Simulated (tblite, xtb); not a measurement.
Cl$_{4}$Hf, charge -1, doublet, at a GFN2-xTB geometry (such geometries of metal compounds can be far from the true shape) (the multiplicity is a formal guess). Base run: GFN1-xTB (xtb 6.7.1).

xtb was given this input:
```
$ xtb mol.xyz --gfn 1 --chrg -1 --uhf 1 --json

# file mol.xyz
5

Hf     0.00000000     0.00000000    -0.00000000
Cl     1.82374327    -0.59211105    -1.26725200
Cl     0.68133758     0.49595755     2.13830958
Cl    -1.01228908     1.84282251    -0.92835265
Cl    -1.49279177    -1.74666901     0.05729507
```

Programs used: tblite, xtb; a row that names a program was run with it.

Variants of this job, named by their change:

| change | ΔE vs base (kJ/mol) | G_solv (kcal/mol) | SCF cycles |
|---|---|---|---|
| base | 0.00 | - | 8 |
| acc = 0.1 | 0.00 | - | 9 |
| etemp = 5000 | -71.2 | - | 8 |
| program = tblite; method = gfn1; option = --spin-polarized | -14.56 | - | - |
| alpb = acetone | -155.1 | -37.06 | 8 |
| etemp = 1000 | -8.07 | - | 8 |
| program = tblite; method = gfn1; option = --grad | 0.00 | - | - |
| acc = 0.0001 | 0.00 | - | 10 |
| etemp = 3000 | -35.1 | - | 8 |
| program = tblite; method = gfn1; option = (--alpb, water) | -128.2 | - | - |
| etemp = 10000 | -212.4 | - | 7 |
| gbsa = methanol | -206.6 | -49.51 | 8 |
| acc = 1000 | 0.01 | - | 5 |

ALPB and GBSA are two models with their own fitted parameters for each solvent, which aren't always the measured dielectric constant.
